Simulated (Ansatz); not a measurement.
`CO[SiH2][SeH]` + H₂ → `[SiH3][SeH]` + CH₃OH at 600 K and 1 bar (hydrogenolysis of the Si–O bond).

Program: Ansatz. Geometries: PBE0-D4/def2-TZVP. ΔE: electronic, gas phase. CBS: MP2 limit from def2 TZ/QZ plus the TZ coupled-cluster correction, frozen cores. This one scheme is used for every species. For Se outer-core shells are correlated without core-valence functions, which leaves a few kJ/mol of doubt a bond. Scalar relativity is left out up to krypton. Each species was taken in one conformer, which may not be the lowest.

```
        species  CCSD(T)/CBS energy (Eh)  H − E (kJ/mol)  S (J/(mol·K))
`CO[SiH2][SeH]`              -2806.67109           237.4          446.6
             H₂                 -1.17544            43.9          150.8
  `[SiH3][SeH]`              -2692.20088           124.0          341.5
          CH₃OH               -115.61712           163.6          277.3
```

H − E and S are ideal-gas, rigid-rotor, harmonic terms from PBE0-D4/def2-TZVP, for one conformer and one mirror image of each species. The MP2-based limit puts H₂ 0.8 mEh under its directly extrapolated value; such offsets cancel only in part. 1 Eh = 2625.50 kJ/mol, R = 8.31446 J/(mol·K).

Problem. By hand: ΔE, ΔH, ΔS and ΔG.

Solution. ΔE = (-2692.20088) + (-115.61712) − (-2806.67109) − (-1.17544) = 0.02853 Eh = 74.9 kJ/mol. Δ(H − E) = 124.0 + 163.6 − 237.4 − 43.9 = 6.3, so ΔH = 81.2 kJ/mol. ΔS = 341.5 + 277.3 − 446.6 − 150.8 = 21.4 J/(mol·K). ΔG = 81.2 − 600 × (21.4)/1000 = 68.4 kJ/mol.

Problem. By hand: the equilibrium constant, and the temperature at which ΔG would vanish if ΔH and ΔS stayed fixed.

Solution. log₁₀ K = −ΔG/(RT ln 10) = -6.0. ΔG = 0 at ΔH/ΔS = 3794 K, far beyond where these terms or the molecules hold.

ΔH outweighs TΔS. A doubt of 5 kJ/mol in ΔE shifts log₁₀ K by 0.4 here. Other conformers and mirror images would add mixing entropy, several J/(mol·K) or more a flexible species. Modes under 60 cm⁻¹, often nearly free rotors, make the harmonic entropy too high. These are equilibria of isolated gas molecules and say nothing of rates. Largest T1 diagnostic: 0.010 (customary marks: 0.02 for closed shells, 0.045 for open ones).
